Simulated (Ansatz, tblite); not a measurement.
Spin states of CuAg₂ (the lowest doublet isomer of a short search), each relaxed with PBE-D4/def2-TZVP in Ansatz. Electronic energies in the gas phase.

In the def2 sets Ag takes a core potential; there is no spin–orbit coupling. The xTB rows come from tblite. LC-ωPBE has ω = 0.4 bohr⁻¹. B3LYP takes the VWN-RPA correlation. Correlated methods freeze 9 core orbitals; core or outer-core shells of Ag are correlated, in sets that lack core-valence functions. The structure comes from a short search, and lower isomers may exist.

Doublet geometry (C2v within 0.1 Å):

```tsv
atom	x (Å)	y (Å)	z (Å)
Ag1	-1.035	-1.198	-1.512
Ag2	0.660	1.778	1.093
Cu3	0.375	-0.580	0.419
```

Quartet geometry (C2v within 0.1 Å):

Cartesian coordinates in Å:
```
Ag 0.287 -1.083 -1.189
Ag -0.499 1.534 -0.263
Cu 0.212 -0.450 1.453
```

⟨S²⟩: doublet 0.76 at PBE0-D4/def2-TZVP (pure 0.75), quartet 3.76 at PBE0-D4/def2-TZVP (pure 3.75).

Run but left out: HF/STO-3G (doublet: ⟨S²⟩ 4.04, where a pure state has 0.75).

Only these spin states were relaxed. The quartet has other bonds than the doublet, so the gap mixes isomer and spin.

| level | quartet − doublet (kcal/mol) | lowest of these | remarks |
| --- | --- | --- | --- |
| GFN1-xTB | 61.6 | doublet | – |
| GFN2-xTB | 48.2 | doublet | – |
| HF/def2-TZVP | 28.3 | doublet | spin-contaminated (⟨S²⟩ 0.84) (doublet) |
| PBE-D4/def2-TZVP | 50.9 | doublet | – |
| BLYP-D4/def2-TZVP | 53.4 | doublet | – |
| r2SCAN-D4/def2-TZVP | 46.7 | doublet | – |
| B3LYP-D4/def2-TZVP | 52.8 | doublet | – |
| PBE0-D4/def2-TZVP | 49.3 | doublet | – |
| r2SCAN0-D4/def2-TZVP | 46.1 | doublet | – |
| LC-ωPBE/def2-TZVP | 44.5 | doublet | – |
| PBE-QIDH/def2-TZVP | 47.5 | doublet | – |
| RPA@PBE/def2-TZVP | 40.8 | doublet | – |
| MP2/def2-TZVP | 48.1 | doublet | spin-contaminated (⟨S²⟩ 0.84) (doublet) |
| CCSD/def2-TZVP | 46.2 | doublet | spin-contaminated (⟨S²⟩ 0.84) (doublet) |
| CCSD(T)/def2-TZVP | 48.4 | doublet | spin-contaminated (⟨S²⟩ 0.84) (doublet) |

Change of the quartet − doublet gap on mixing in exact exchange, in kcal/mol: PBE to PBE0 (25 % exact exchange) -1.6; BLYP to B3LYP (20 % exact exchange) -0.6; r2SCAN to r2SCAN0 (25 % exact exchange) -0.6.

The xTB methods have no spin-polarisation term.
